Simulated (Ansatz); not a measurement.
Molecule: AsH, charge 0, multiplicity 3. SMILES: [AsH]

Atoms: As1, H2. Bonds: As1-H2.

Bond lengths (Å) and angles (degrees) optimised at HF/STO-3G with Ansatz (a program for electronic structure); B3LYP/LANL2DZ with Ansatz; B3LYP/6-31G* with LANL2DZ past Ar with Ansatz, each started from the B3LYP-D3(BJ)/def2-TZVP structure (Ansatz) of the last column. A row stands for all coordinates that are equal there. 6-31G* holds six Cartesian d functions.

| coordinate | HF/STO-3G | B3LYP/LANL2DZ | B3LYP/6-31G* with LANL2DZ past Ar | B3LYP-D3(BJ)/def2-TZVP |
|---|---|---|---|---|
| As1-H2 | 1.465 | 1.567 | 1.570 | 1.536 |

Mean signed difference of all 1 bond lengths from B3LYP-D3(BJ)/def2-TZVP: HF/STO-3G -0.071 Å, B3LYP/LANL2DZ 0.031 Å, B3LYP/6-31G* with LANL2DZ past Ar 0.034 Å.
